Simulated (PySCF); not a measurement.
The multiplicity is imposed and other spin states were not computed.

Cartesian coordinates (Å):
```xyz
19

Rh    -0.0456    -0.0167    -0.0511
O      0.9659     1.7363    -0.3515
H      1.7394     1.8355    -0.9460
H      1.0775     2.3617     0.3971
O     -0.6187     0.8169     1.7274
H     -0.3944     0.4512     2.6092
H     -1.4967     1.2510     1.7944
O     -1.0572    -1.7697     0.2494
H     -1.1684    -2.3952    -0.4991
H     -1.8312    -1.8687     0.8434
O      1.5621    -1.0076     0.7362
H      1.4239    -1.8721     1.1805
H      2.3304    -0.5696     1.1598
O      0.5276    -0.8503    -1.8296
H      1.4060    -1.2835    -1.8969
H      0.3022    -0.4854    -2.7115
O     -1.6533     0.9744    -0.8383
H     -2.4220     0.5366    -1.2616
H     -1.5151     1.8389    -1.2825
```
Charge +3, spin multiplicity 1.

Predict the LUMO, HOMO–LUMO gap, charge on the central atom (Mulliken), total energy and HOMO from PySCF with TPSSh-D3(BJ)/def2-TZVP // r2SCAN-D4/def2-SVP.


| Property | Result |
|---|---|
| LUMO | -17.23 eV |
| HOMO–LUMO gap | 4.12 eV |
| charge on the central atom (Mulliken) | 0.75 e |
| total energy | -568.2086 Ha |
| HOMO | -21.35 eV |
